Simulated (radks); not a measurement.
Excited configurations of Mn IV: one electron is placed in a higher orbital outside [Ar] 3d3. The ground configuration is [Ar] 3d4. All-electron calculation, scalar-relativistic Kohn-Sham, r2SCAN, spin-polarised, spherical densities, finite nucleus; open shells are filled with parallel spins first; meta-GGA in the generalised Kohn-Sham scheme; Fermi nuclear charge, rms radius 3.7057 fm. Program: a radial shooting solver on a logarithmic mesh with Libxc functionals. Excitation = E - E(ground); binding = E(ion) - E, where the ion is the core of charge +4; n* = 4/sqrt(2 binding) in atomic units, and the quantum defect is n - n*.

outer orbital  excitation (eV)  binding (eV)  quantum defect  <r> (bohr)
4s                      14.763        37.872           1.602       2.241
4d                      32.245        20.389           0.732       3.317
5p                      36.569        16.065           1.319       4.955
5f                      43.618         9.016           0.086       7.545
6s                      41.341        11.294           1.610       7.341
7p                      45.828         6.806           1.345       11.96
7d                      47.005         5.629           0.781       13.99

The Delta-SCF ionisation energy is 52.635 eV (NIST Atomic Spectra Database: 51.2 eV, semi-empirical). Self-interaction in the functional shifts the binding energies and quantum defects, so they are the method's values and not measured ones. Open shells are spherical and high-spin; term and fine-structure splittings are not resolved.
